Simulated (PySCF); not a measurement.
Compound: C2H11NOSi2.
Atom-mapped SMILES: `[CH3:1][O:2][CH2:3][SiH2:4][NH:5][SiH3:6]` (hydrogens: H7, H8, H9 on C1; H10, H11 on C3; H12, H13 on Si4; H14 on N5; H15, H16, H17 on Si6)

The same species was optimised twice, with GFN2-xTB and with PBE0-D3(BJ)/def2-SVP (PySCF), and the same property calculations (PySCF, gas phase) were run on both structures.

```
       coordinate  GFN2-xTB  PBE0-D3(BJ)/def2-SVP  change
       Si4–N5 (Å)     1.719                 1.736  +0.017
        O2–C3 (Å)     1.420                 1.410  -0.010
        C1–O2 (Å)     1.400                 1.397  -0.003
       C3–Si4 (Å)     1.908                 1.905  -0.003
       N5–Si6 (Å)     1.750                 1.751  +0.001
    O2–C3–Si4 (°)     112.9                 111.7    -1.2
     C1–O2–C3 (°)     113.2                 114.2    +1.0
    C3–Si4–N5 (°)     104.0                 104.5    +0.5
   Si4–N5–Si6 (°)     130.9                 131.0    +0.1
 C1–O2–C3–Si4 (°)       -73                   -74      -1
 O2–C3–Si4–N5 (°)       -38                   -36      +2
C3–Si4–N5–Si6 (°)         2                    -3      -5
```

Rotational constants: A = 2540, B = 1963, C = 1320 MHz (GFN2-xTB) against A = 2543, B = 1923, C = 1308 MHz (PBE0-D3(BJ)/def2-SVP). Point groups within 0.08 Å: C1 and C1.

On the GFN2-xTB structure: isotropic polarisability (au) 89.1 [PBE0/def2-SVPD]; HOMO (eV) -7.22 [PBE0/def2-SVPD]; LUMO (eV) 0.13 [PBE0/def2-SVPD]; dipole (D) 1.31 [PBE0/def2-SVPD]; HOMO (eV) -7.16 [PBE0/pcSseg-1]; LUMO (eV) 0.41 [PBE0/pcSseg-1]; dipole (D) 1.41 [PBE0/pcSseg-1]; GIAO shielding of C1 (ppm) 126.7 [PBE0/pcSseg-1]; GIAO shielding of O2 (ppm) 337.0 [PBE0/pcSseg-1]; GIAO shielding of C3 (ppm) 124.6 [PBE0/pcSseg-1]; GIAO shielding of Si4 (ppm) 392.0 [PBE0/pcSseg-1]; GIAO shielding of N5 (ppm) 277.8 [PBE0/pcSseg-1]; GIAO shielding of Si6 (ppm) 404.2 [PBE0/pcSseg-1].

What do these properties become on the PBE0-D3(BJ)/def2-SVP structure?

| property | level | on GFN2-xTB | on PBE0-D3(BJ)/def2-SVP | change |
| --- | --- | --- | --- | --- |
| isotropic polarisability (au) | PBE0/def2-SVPD | 89.1 | 91.4 | +2.3 |
| HOMO (eV) | PBE0/def2-SVPD | -7.22 | -7.30 | -0.08 |
| LUMO (eV) | PBE0/def2-SVPD | 0.13 | 0.10 | -0.03 |
| dipole (D) | PBE0/def2-SVPD | 1.31 | 1.44 | +0.13 |
| energy, GFN2-xTB geometry as zero (kcal/mol) | PBE0/def2-SVPD | 0.0 | -2.0 | -2.0 |
| HOMO (eV) | PBE0/pcSseg-1 | -7.16 | -7.24 | -0.08 |
| LUMO (eV) | PBE0/pcSseg-1 | 0.41 | 0.38 | -0.03 |
| dipole (D) | PBE0/pcSseg-1 | 1.41 | 1.57 | +0.16 |
| energy, GFN2-xTB geometry as zero (kcal/mol) | PBE0/pcSseg-1 | 0.0 | -1.6 | -1.6 |
| GIAO shielding of C1 (ppm) | PBE0/pcSseg-1 | 126.7 | 126.4 | -0.3 |
| GIAO shielding of O2 (ppm) | PBE0/pcSseg-1 | 337.0 | 338.6 | +1.6 |
| GIAO shielding of C3 (ppm) | PBE0/pcSseg-1 | 124.6 | 125.2 | +0.6 |
| GIAO shielding of Si4 (ppm) | PBE0/pcSseg-1 | 392.0 | 389.5 | -2.5 |
| GIAO shielding of N5 (ppm) | PBE0/pcSseg-1 | 277.8 | 273.9 | -3.9 |
| GIAO shielding of Si6 (ppm) | PBE0/pcSseg-1 | 404.2 | 404.5 | +0.3 |

The heavy atoms differ by 0.027 Å rms after alignment. Among bonds between heavy atoms Si4–N5 changes most (+0.017 Å). Changes are differences of the printed values. Neither structure is proved a minimum here.

Conformer computed: `[CH3:1][O:2][CH2:3][SiH2:4][NH:5][SiH3:6]`: C1–O2–C3–Si4 -74°, O2–C3–Si4–N5 -36°, C3–Si4–N5–Si6 -3°.
